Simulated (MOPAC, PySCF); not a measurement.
[Zn(Cl)2], neutral singlet in the gas phase. 

Cartesian coordinates (Å):
```xyz
3

Zn     0.0000     0.0000     0.0000
Cl    -0.8923    -1.8984     0.1613
Cl     0.8923     1.8984    -0.1613
```
Charge 0, multiplicity 1.

All levels are single points at this geometry (TPSS-D3(BJ)/def2-SVP); Pople sets use spherical d functions. Orbital energies aren't observables, and empty levels follow the basis.

```
level                                     HOMO (eV)  LUMO (eV)  gap (eV)  dipole (D)  vertical IE, Delta-SCF (eV)
----------------------------------------  ---------  ---------  --------  ----------  ---------------------------
PBE-D3(BJ)/def2-TZVP in PySCF                 -7.74      -2.70      5.04        0.00                            –
TPSSh-D3(BJ)/def2-TZVP in PySCF               -8.39      -2.16      6.23        0.00                            –
B3LYP/3-21G in PySCF                          -8.82      -2.19      6.63        0.00                            –
B3LYP/6-311+G** (LANL2DZ on Zn) in PySCF      -8.95      -2.38      6.57        0.00                            –
B3LYP/LANL2DZ in PySCF                        -8.92      -2.58      6.34        0.00                            –
M06-2X/6-31G* (LANL2DZ on Zn) in PySCF       -10.47      -1.44      9.04        0.00                            –
PBE/6-31G* (LANL2DZ on Zn) in PySCF           -7.76      -2.87      4.89        0.00                            –
SVWN5/6-31G* (LANL2DZ on Zn) in PySCF         -7.91      -3.15      4.76        0.00                            –
HF/3-21G in PySCF                            -12.52       0.72     13.24        0.00                            –
HF/6-31G* (LANL2DZ on Zn) in PySCF           -12.45       1.04     13.49        0.00                        12.17
HF/STO-3G in PySCF                            -6.89       4.20     11.09        0.00                            –
AM1 in MOPAC                                 -12.15      -1.22     10.93        0.00                            –
PM3 in MOPAC                                 -10.94      -1.92      9.02        0.00                            –
```
